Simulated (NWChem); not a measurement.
System: CH3AlF2S; SMILES C[S][Al]([F])[F]

```xyz
8

Al     0.0001     0.8244     0.0000
F      0.9520     2.1699    -0.0004
F     -1.6427     1.0131     0.0002
S      0.8510    -1.1629     0.0004
C     -0.6981    -2.1929     0.0005
H     -1.5958    -1.5735     0.0015
H     -0.6882    -2.8221     0.8920
H     -0.6893    -2.8208    -0.8921
```
Atoms are numbered in this order, from 1.

Results from NWChem. Pople sets run with spherical d functions. The geometry was optimised at B3LYP/6-31G* (spherical d). Level: PBE0/6-31+G*; the question gives the wavelength of the field.

Estimate the computed values for field 1065 nm. Quantities: isotropic polarisability (bohr³); anisotropy (bohr³).


| Item | Value |
|---|---|
| isotropic polarisability (bohr³) | 51.2 |
| anisotropy (bohr³) | 18.1 |
